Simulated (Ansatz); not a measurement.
Reaction (formal exchange of groups at the Se–C bond): `C=C(S)[SeH]` + `C[CH2][AlH2]` → `C[CH2][AlH][SeH]` + `C=CS`

Gas-phase electronic energies from Ansatz, PBE0-D4/def2-TZVP geometries. CCSD(T)/CBS adds triple-zeta CCSD(T) − MP2 to the extrapolated MP2 energy (def2 sets, frozen cores). This one scheme is used for every species. DFT in def2-TZVPP. For Se outer-core shells are correlated without core-valence functions, which leaves a few kJ/mol of doubt a bond. Scalar relativity is left out up to krypton. One conformer a species, not always the lowest.

`C=C(S)[SeH]`:

Z-matrix (Å, degrees):
```
C
C 1 1.330
H 1 1.084 2 120.8
H 1 1.083 2 121.2 3 179.6
S 2 1.754 1 121.1 3 -8.6
Se 2 1.908 1 120.1 3 171.7
H 5 1.343 2 96.8 1 144.8
H 6 1.470 2 95.0 1 139.4
```

`C[CH2][AlH2]`:

Z-matrix (Å, degrees):
```
C
C 1 1.528
H 1 1.093 2 111.7
H 1 1.094 2 112.2 3 120.4
H 1 1.093 2 111.7 3 -119.2
Al 2 1.958 1 116.9 3 59.6
H 2 1.099 1 110.4 3 -177.4
H 2 1.099 1 110.4 3 -63.2
H 6 1.592 2 121.0 1 -0.5
H 6 1.592 2 119.8 1 179.5
```

`C[CH2][AlH][SeH]`:

Cartesian coordinates in Å:
```
C -0.152 -1.336 -0.183
C -0.911 -0.098 0.287
Al 0.045 1.608 0.266
Se 2.251 1.738 -0.447
H 0.187 -1.233 -1.217
H -0.770 -2.237 -0.135
H 0.736 -1.521 0.428
H -1.821 0.043 -0.312
H -1.279 -0.241 1.312
H -0.598 2.983 0.720
H 2.311 0.294 -0.719
```

`C=CS`:

Cartesian coordinates in Å:
```
C -0.096 -1.066 0.395
C -0.187 0.135 -0.160
S 1.034 1.379 0.015
H 0.754 -1.362 1.001
H -0.885 -1.793 0.253
H -1.047 0.407 -0.761
H 0.426 2.301 -0.743
```

Is it downhill or uphill in electronic energy at CCSD(T)/CBS, and by how much? (An estimate is asked.)

The calculation gave: Downhill: ΔE = -175.7 kJ/mol.

What do these levels give: revPBE, PBE0, BHLYP, MP2/def2-SVP, HF/def2-TZVPP, MP2/CBS(def2)? (An estimate is asked.)

The calculation gave: revPBE -172.1, PBE0 -177.6, BHLYP -181.0, MP2/def2-SVP -171.9, HF/def2-TZVPP -185.8, MP2/CBS(def2) -172.9 kJ/mol.

Largest T1 diagnostic among the species: 0.012.

The D4 term adds +4.5 kJ/mol with B3LYP and +1.8 kJ/mol with PBE0; it sums over pairs of atoms, weighted by their polarisabilities, and B3LYP, whose exchange is more repulsive, gets the larger term. In def2-TZVPP, CCSD(T) changes the Hartree–Fock value by +13.8 kJ/mol (the triples alone add +2.9 kJ/mol) and MP2 by +16.7 kJ/mol.

B3LYP here is the variant with VWN-RPA as its local correlation; programs differ in this.
